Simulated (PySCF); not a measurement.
Isomers of CH4Cl2Si, one GFN2-xTB conformer each. Single-point energies are computed at PBE0/pcSseg-1 (PySCF, gas phase, no added dispersion term), electronic only.

```tsv
SMILES	GFN2-xTB relative energy (kJ/mol)
ClC[SiH2]Cl	124.9
C[SiH](Cl)Cl	0.0
```

Conformers: `[Cl:1][CH2:2][SiH2:3][Cl:4]` with Cl1–C2–Si3–Cl4 180°.

Problem. What does PBE0/pcSseg-1 give for the same structures?

Solution. 
```csv
SMILES,PBE0/pcSseg-1 E (Eh),PBE0/pcSseg-1 (kJ/mol),GFN2-xTB (kJ/mol),point group
C[SiH](Cl)Cl,-1249.98898,0.0,0.0,Cs
ClC[SiH2]Cl,-1249.92167,176.7,124.9,Cs
```

Both levels put the same isomer lowest. 

Problem. Which frontier levels, dipoles and rotational constants go with these structures?

Solution. 
```json
{"SMILES": "C[SiH](Cl)Cl", "HOMO (eV, PBE0/pcSseg-1)": "-8.92", "LUMO (eV)": "0.71", "dipole (D)": "2.03", "A, B, C (MHz)": "4281, 2464, 1715"}
{"SMILES": "ClC[SiH2]Cl", "HOMO (eV, PBE0/pcSseg-1)": "-8.34", "LUMO (eV)": "-0.03", "dipole (D)": "0.49", "A, B, C (MHz)": "15244, 1218, 1151"}
```
